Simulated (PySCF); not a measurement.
**BrCl: one state, many levels of theory**

State: ¹Σ⁺ (singlet), closed shell. Set-up: Br cc-pVDZ-PP with ECP10, Cl cc-pV(D+d)Z; scalar-relativistic core potentials (PySCF 2.14). De refers to Br + Cl in their high-spin ground configurations, without counterpoise correction. A positive dipole means Br(−)Cl(+).

| Level | Re (Å) | ωe (cm⁻¹) | De (eV) | μ (D) |
| --- | --- | --- | --- | --- |
| RHF | 2.144 | 471 | 0.54 | -0.74 |
| RHF-MP2 | 2.164 | 440 | 1.87 | n/a |
| RHF-SCS-MP2 | 2.175 | 429 | 1.78 | n/a |
| RHF-CCSD | 2.180 | 422 | 1.67 | n/a |
| RHF-CCSD(T) | 2.189 | 409 | 1.78 | n/a |
| PBE | 2.182 | 416 | 2.52 | -0.65 |
| PW91 | 2.183 | 415 | 2.55 | -0.65 |
| r²SCAN | 2.167 | 428 | 2.30 | -0.66 |
| PBE0 | 2.152 | 445 | 2.24 | -0.67 |
| MN15 | 2.158 | 437 | 2.21 | -0.78 |
| BHandHLYP | 2.155 | 450 | 1.77 | -0.70 |
| LC-ωPBE | 2.128 | 478 | 1.98 | -0.73 |

Measured (Huber and Herzberg, Constants of Diatomic Molecules (1979)): Re = 2.136065 Å, ωe = 444.276 cm⁻¹.

The bond length runs from 2.128 Å (LC-ωPBE) to 2.189 Å (RHF-CCSD(T)). De spans 0.54 eV (RHF, mean field) to 2.55 eV (PW91, GGA). Correlation at CCSD(T) changes the Hartree–Fock bond energy by +1.24 eV; the triples alone change it by +0.11 eV.

Correlated steps freeze 9 core orbitals. Correlated levels converge slowly with the basis: in double zeta they bind strong bonds too weakly, by up to about 1 eV, and carry superposition errors of some tenths. Where the molecule has an RHF reference, its open-shell atoms are computed with UHF.
